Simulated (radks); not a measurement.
Tc III, 41 electrons, occupied as [Ar] 3d10 4s1.75 4p6 4d5.25 (fractional occupations, a model configuration).

All-electron calculation, Dirac Kohn-Sham, LDA (Slater exchange, Perdew-Wang correlation), spin-unpolarised, spherical densities, finite nucleus; open shells fill j = l - 1/2 first; Fermi nuclear charge, rms radius 4.4112 fm. Program: a radial shooting solver on a logarithmic mesh with Libxc functionals.

Energy parts (eV):
part                       energy
total                 -116475.873
kinetic                120950.839
electron-nucleus      -280889.319
Hartree                 46826.470
exchange-correlation    -3363.864

Orbitals (lengths in bohr, moments of r in powers of bohr; r(90%) holds 90 % of the orbital's charge):
1s1/2: occ. 2; eigenvalue (eV) -20846.79; r(90%) 0.0615
2s1/2: occ. 2; eigenvalue (eV) -2989.011; r(90%) 0.231
2p1/2: occ. 2; eigenvalue (eV) -2759.545; r(90%) 0.208
2p3/2: occ. 4; eigenvalue (eV) -2641.480; r(90%) 0.214
3s1/2: occ. 2; eigenvalue (eV) -534.2697; r(90%) 0.615
3p1/2: occ. 2; eigenvalue (eV) -445.9902; r(90%) 0.619
3p3/2: occ. 4; eigenvalue (eV) -426.2292; r(90%) 0.635
3d3/2: occ. 4; eigenvalue (eV) -269.3902; r(90%) 0.634
3d5/2: occ. 6; eigenvalue (eV) -265.5877; r(90%) 0.639
4s1/2: occ. 1.75; eigenvalue (eV) -90.1438; r(90%) 1.54
4p1/2: occ. 2; eigenvalue (eV) -64.1795; r(90%) 1.70
4p3/2: occ. 4; eigenvalue (eV) -61.1665; r(90%) 1.75
4d3/2: occ. 4; eigenvalue (eV) -23.1701; r(90%) 2.52
4d5/2: occ. 1.25; eigenvalue (eV) -22.8548; r(90%) 2.55
5s1/2: occ. 0; eigenvalue (eV) -18.7733; r(90%) 4.03
5p1/2: occ. 0; eigenvalue (eV) -13.5025; r(90%) 4.78
5p3/2: occ. 0; eigenvalue (eV) -13.1565; r(90%) 4.88
5d3/2: occ. 0; eigenvalue (eV) -6.6641; r(90%) 7.53
5d5/2: occ. 0; eigenvalue (eV) -6.6278; r(90%) 7.57
4f5/2: occ. 0; eigenvalue (eV) -4.0921; r(90%) 10.0
4f7/2: occ. 0; eigenvalue (eV) -4.0919; r(90%) 10.0

The highest occupied level is 4d5/2 at -22.855 eV. The density falls to 0.001 e/bohr^3 at r = 3.55 bohr. The electron density at the nucleus is 9.967e+04 e/bohr^3. Summed over all electrons, <r^2> = 31.44 bohr^2, which gives a Langevin (diamagnetic) susceptibility term of -24.9 x 10^-6 cm^3/mol.
